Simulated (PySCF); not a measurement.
FNa, triplet, at the geometry of the source list (a higher spin typed on purpose: for a closed-shell molecule this is an excited state); PBE/def2-SVP run with PySCF.

The PySCF input:
```python
from pyscf import gto, scf, dft

mol = gto.M(
    atom='''
Na   -0.468200   -0.386100   -0.632500
F     0.468200    0.386100    0.632500
''',
    basis='def2-svp',
    charge=0,
    spin=2,
    verbose=5,
)

mf = dft.UKS(mol)
mf.xc = 'pbe'
mf.kernel()
```

The log (banner, timings and long lists left out):

```
PySCF version 2.14.0

[INPUT] verbose = 5
[INPUT] max_memory = 4000
[INPUT] num. atoms = 2
[INPUT] num. electrons = 20
[INPUT] charge = 0
[INPUT] spin (= nelec alpha-beta = 2S) = 2
[INPUT] symmetry False subgroup None
[INPUT] Mole.unit = angstrom
[INPUT] Symbol           X                Y                Z      unit          X                Y                Z       unit  Magmom
[...]
[INPUT] ---------------- BASIS SET ----------------
[INPUT] l, kappa, [nprim/nctr], expnt,             c_1 c_2 ...
[INPUT] Na
[...]
                                616.49374031      -0.043647161872
                                139.96644001      -0.19431465884
                                39.073441051      -0.48685065731
                                11.929847205      -0.41881705137
[...]
                                1.9838860978      -0.56359144041
                                0.64836323942     -0.51954009048
[...]
                                17.274818978      0.099738293184
                                5.1842347425      0.312095939659
                                1.6601211973      0.492956748074
                                0.51232528958     0.32420398318
[...]
[INPUT] F
[...]
                                435.4193912       -0.039904258866
                                98.843328866      -0.17912768038
                                27.485198001      -0.46758090825
                                8.5405498171      -0.4465313102
[...]
                                4.9872339257      -0.23754317067
                                1.3491613954      -0.51287353587
[...]
nuclear repulsion = 29.8833590169997
number of shells = 13
number of NR pGTOs = 57
number of NR cGTOs = 29
basis = def2-svp
ecp = {}

******** <class 'pyscf.dft.uks.UKS'> ********
method = UKS
initial guess = minao
damping factor = 0
level_shift factor = 0
DIIS = <class 'pyscf.scf.diis.CDIIS'>
diis_start_cycle = 1
diis_space = 8
diis_damp = 0
SCF conv_tol = 1e-09
SCF conv_tol_grad = None
SCF max_cycles = 50
direct_scf = True
direct_scf_tol = 1e-13
number electrons alpha = 11  beta = 9
XC library pyscf.dft.libxc version 7.1.2
    S. Lehtola, C. Steigemann, M. J. T. Oliveira, and M. A. L. Marques,  SoftwareX 7, 1–5 (2018)
XC functionals = pbe
    J. P. Perdew, K. Burke, and M. Ernzerhof,  Phys. Rev. Lett. 77, 3865 (1996)
    J. P. Perdew, K. Burke, and M. Ernzerhof,  Phys. Rev. Lett. 78, 1396 (1997)
    J. P. Perdew, K. Burke, and M. Ernzerhof,  Phys. Rev. Lett. 77, 3865 (1996)
[...]
 -4.83896341e-01 -4.83859481e-01 -9.87182930e-02 -2.73375458e-02
 -2.30101647e-02 -5.19686824e-03  4.96908929e-02  2.02697152e-01
  2.02779034e-01  2.23817409e-01  2.33188414e-01  2.58412504e-01
  1.02498570e+00  1.04913676e+00  1.10222126e+00  1.19903842e+00
  2.75332679e+00  2.77947789e+00  2.78039902e+00  2.83451910e+00
  2.84716511e+00]
  beta  mo_energy =
[-3.79088065e+01 -2.44114357e+01 -2.06865401e+00 -1.13562805e+00
 -1.04474851e+00 -1.04408754e+00 -1.02629759e+00 -4.54245770e-01
 -4.54071034e-01 -4.21336990e-01 -5.46532811e-02  2.15343622e-02
  2.66730735e-02  3.63963654e-02  8.60609399e-02  2.43022720e-01
  2.44051108e-01  2.66174559e-01  2.69736995e-01  2.99510805e-01
  1.04716278e+00  1.12583906e+00  1.15093987e+00  1.24781852e+00
  2.84639694e+00  2.86106077e+00  2.86492391e+00  2.86545410e+00
  2.88915892e+00]
multiplicity <S^2> = 2.0008282  2S+1 = 3.0005521
nelec by numeric integration = [10.99998881  9.00000125]
E1 = -425.5006974748768  E2 = 134.01768974180226  Ecoul = 158.6243384311038  Exc = -24.606648689301544
cycle= 8 E= -261.599648716075  delta_E= -6.29e-10  |g|= 1.41e-05  |ddm|= 7.46e-05

  alpha mo_energy =
[-3.79099102e+01 -2.44402547e+01 -2.07116543e+00 -1.19849277e+00
 -1.04800725e+00 -1.04705241e+00 -1.03965627e+00 -5.73941885e-01
 -4.83896994e-01 -4.83860111e-01 -9.87182976e-02 -2.73376222e-02
 -2.30101128e-02 -5.19689859e-03  4.96908679e-02  2.02697126e-01
  2.02779015e-01  2.23817308e-01  2.33188453e-01  2.58412499e-01
  1.02498539e+00  1.04913611e+00  1.10222078e+00  1.19903797e+00
  2.75332615e+00  2.77947727e+00  2.78039847e+00  2.83451841e+00
  2.84716447e+00]
  beta  mo_energy =
[-3.79088071e+01 -2.44114366e+01 -2.06865433e+00 -1.13562864e+00
 -1.04474881e+00 -1.04408787e+00 -1.02629798e+00 -4.54246422e-01
 -4.54071671e-01 -4.21337613e-01 -5.46534418e-02  2.15341475e-02
  2.66729685e-02  3.63961554e-02  8.60608478e-02  2.43022563e-01
  2.44050955e-01  2.66174330e-01  2.69736816e-01  2.99510625e-01
  1.04716222e+00  1.12583852e+00  1.15093939e+00  1.24781801e+00
  2.84639631e+00  2.86106013e+00  2.86492328e+00  2.86545349e+00
  2.88915825e+00]
multiplicity <S^2> = 2.0008282  2S+1 = 3.0005521
nelec by numeric integration = [10.99998881  9.00000125]
E1 = -425.50070225170725  E2 = 134.0176945178013  Ecoul = 158.62434377991812  Exc = -24.60664926211684
Extra cycle  E= -261.599648716906  delta_E= -8.31e-10  |g|= 1.41e-05  |ddm|= 9.95e-05
converged SCF energy = -261.599648716906  <S^2> = 2.0008282  2S+1 = 3.0005521
```
